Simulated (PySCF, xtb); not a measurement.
CH₄BrGaO, SMILES [CH3][Ga]([Br])[OH].

GFN2-xTB (xtb 6.7.1) at its own geometry gives an orbital gap of 4.21 eV and a dipole moment of 4.92 D.

Geometry optimised at B3LYP-D3(BJ)/def2-SVP. The structure was generated by enumeration; whether it is a known compound was not checked. Other conformers were not sampled.

### Question
What does PBE/def2-TZVP (PySCF) give? (The exact figures need the calculation; the answer reports its results.)

### Answer
gap 5.37 eV (levels -6.90 and -1.53 eV), dipole 1.28 D.
